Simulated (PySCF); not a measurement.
A calculated (PBE0, PySCF 2.14, x2c-SVPall, the spin-free X2C one-electron Hamiltonian (Gaussian nucleus)) atom or ion has these occupied shells.

| shell | electrons | orbital energy (eV) | rms radius, mean of both spins (bohr) |
| --- | --- | --- | --- |
| 1s α | 1 | -3583.2 | 0.0938 |
| 1s β | 1 | -3583.0 | 0.0938 |
| 2s α | 1 | -393.20 | 0.419 |
| 2s β | 1 | -392.96 | 0.419 |
| 2p α | 3 | -317.68 | 0.388 |
| 2p β | 3 | -317.29 | 0.388 |
| 3s α | 1 | -62.701 | 1.36 |
| 3s β | 1 | -60.664 | 1.36 |
| 3p α | 3 | -43.815 | 1.54 |
| 3p β | 2 | -42.467 | 1.54 |

**Question.** Name the element and its charge.

**Answer.** K²⁺ (potassium, charge +2), in [Ne] 3s2 3p5, 2P determinant.
